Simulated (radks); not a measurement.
Values are calculated unless marked as measured or tabulated.
Neutral silicon, 14 electrons, occupied as [Ne] 3s2 3p2.

Code: a radial shooting solver on a logarithmic mesh with Libxc functionals. Model: scalar-relativistic Kohn-Sham, LDA (Slater exchange, Perdew-Wang correlation), spin-polarised, spherical densities, finite nucleus; open shells are filled with parallel spins first; Fermi nuclear charge, rms radius 3.1224 fm.

Energy parts (Ry):
total: -577.69093
kinetic: 578.55852
electron-nucleus: -1381.25731
Hartree: 264.26550
exchange-correlation: -39.25764

Orbitals (lengths in bohr, moments of r in powers of bohr; r(max) is where P^2 peaks; r(90%) holds 90 % of the orbital's charge):
| orbital | occ. | eigenvalue (Ry) | r(90%) | r(max) | <1/r> |
|---|---|---|---|---|---|
| 1s up | 1 | -130.7008 | 0.200 | 0.07285 | 13.59 |
| 1s down | 1 | -130.6885 | 0.200 | 0.07284 | 13.59 |
| 2s up | 1 | -10.18678 | 0.901 | 0.4558 | 2.570 |
| 2s down | 1 | -10.17203 | 0.900 | 0.4559 | 2.570 |
| 2p up | 3 | -7.01820 | 0.908 | 0.3870 | 2.458 |
| 2p down | 3 | -6.99961 | 0.906 | 0.3872 | 2.459 |
| 3s up | 1 | -0.83624 | 3.29 | 1.777 | 0.6339 |
| 3s down | 1 | -0.72734 | 3.34 | 1.771 | 0.6314 |
| 3p up | 2 | -0.33917 | 4.35 | 2.139 | 0.4930 |
| 3p down | 0 | -0.24192 | 4.69 | 2.168 | 0.4726 |

The highest occupied level is 3p up at -4.615 eV. Summed over all electrons, <r^2> = 31.99 bohr^2, which gives a Langevin (diamagnetic) susceptibility term of -25.3 x 10^-6 cm^3/mol. For comparison, the ionisation energy in NIST's Atomic Spectra Database is 8.152 eV (measured). In exact Kohn-Sham theory the highest level is minus the ionisation energy, but local and semilocal functionals leave it too shallow, through self-interaction and a potential that decays too fast; potentials with the right tail come closer. Spin moment in Bohr magnetons: 2. The spin density at the nucleus is -0.08605 e/bohr^3 (1s -0.08982, 2s -0.00388, 3s 0.00764). The electron density at the nucleus is 1896 e/bohr^3 (large components only).
